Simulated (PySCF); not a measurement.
**Computed properties of Hf(OH)2(H)2 (H4HfO2), SMILES [OH][HfH2][OH], multiplicity 1**

Hf(OH)2(H)2 (H4HfO2), SMILES [OH][HfH2][OH], multiplicity 1. Geometry: PBE0-D3(BJ)/def2-TZVP. The spin state was assumed, not searched. The def2 effective core potentials stand for the cores of Hf; spin–orbit coupling is left out. One conformer was computed; it need not be the lowest. All values are computed for the isolated molecule unless a solvent is named; none is compared with measurement here.

**Structure.** The optimised structure has C2v symmetry. All 15 harmonic modes at PBE0-D3(BJ)/def2-TZVP (PySCF) are real, so it is a minimum. With heavy atoms numbered as in [HfH2:1]([OH:2])[OH:4], the shortest bond between them is Hf1–O2 at 1.906 Å and the longest Hf1–O4 at 1.906 Å.

**Vibrations.** The strongest infrared lines (harmonic, unscaled, degenerate partners summed) lie at 1678 cm⁻¹ (480 km/mol, H 99 %), 722 cm⁻¹ (286 km/mol, O 66 %, H 21 %, Hf 13 %), 4009 cm⁻¹ (275 km/mol, H 94 %). The softest mode is at 152 cm⁻¹ and the zero-point energy is 23.1 kcal/mol.

**Electronic structure.** ωB97X/def2-TZVPD (PySCF) places the frontier levels at -10.18 and 0.84 eV, a gap of 11.02 eV, and gives a dipole moment of 3.27 D and a mean polarisability of 53.4 bohr³. PBE/def2-TZVPD (PySCF) at the same geometry gives -6.33 and -1.94 eV, so its gap is 6.63 eV narrower. An orbital gap is neither the optical nor the fundamental gap.

**Excitations.** TDA-B3LYP/def2-SVPD (PySCF) has S1 at 4.65 eV (266 nm, f = 0.000, dark); the most intense of the 10 singlets computed lies at 6.86 eV (f = 0.07). T1 (TDA) is at 4.25 eV, 0.40 eV under S1. TDA-PBE/def2-SVPD (PySCF) puts S1 at 4.40 eV. No vertical singlet excitation falls in the visible range (under 3.1 eV).
